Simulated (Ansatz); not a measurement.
One change: `C=C[Si@@H](O)[Si@@H](O)F` becomes `C=C[SiH](C)O`.

Ansatz, PBE0-D4/def2-TZVP geometries, multiplicity 1. Each molecule was computed in one conformer, which needn't be the lowest.

```json
{"property": "HOMO–LUMO gap (PBE/def2-TZVPP) / eV", "`C=C[Si@@H](O)[Si@@H](O)F`": "4.61"}
{"property": "HOMO energy (PBE0/def2-TZVPP) / eV", "`C=C[Si@@H](O)[Si@@H](O)F`": "-7.43"}
{"property": "size of the dipole moment (B3LYP/def2-TZVPP) / D", "`C=C[Si@@H](O)[Si@@H](O)F`": "1.19"}
{"property": "LUMO energy (ωB97M-V/def2-TZVPP) / eV", "`C=C[Si@@H](O)[Si@@H](O)F`": "1.13"}
{"property": "HOMO energy (PBE/def2-TZVPP) / eV", "`C=C[Si@@H](O)[Si@@H](O)F`": "-6.26"}
{"property": "size of the dipole moment (PBE/def2-TZVPP) / D", "`C=C[Si@@H](O)[Si@@H](O)F`": "1.12"}
```

(1) Give the same properties after the change, and the shifts. (An estimate is asked.)

Answers

(1) Ansatz gave: 
```tsv
property	`C=C[SiH](C)O`	shift
HOMO–LUMO gap (PBE/def2-TZVPP) / eV	5.29	0.68
HOMO energy (PBE0/def2-TZVPP) / eV	-7.83	-0.40
size of the dipole moment (B3LYP/def2-TZVPP) / D	1.82	0.63
LUMO energy (ωB97M-V/def2-TZVPP) / eV	1.66	0.53
HOMO energy (PBE/def2-TZVPP) / eV	-6.67	-0.41
size of the dipole moment (PBE/def2-TZVPP) / D	1.79	0.67
```

With PBE0 the HOMO falls by 0.40 eV and the LUMO rises by 0.33 eV, so the gap widens by about 0.73 eV. PBE moves the HOMO by -0.41 eV and ωB97M-V by -0.57 eV. Dipoles are sizes alone; their direction can turn.

B3LYP here is the variant with VWN-RPA as its local correlation; programs differ in this.
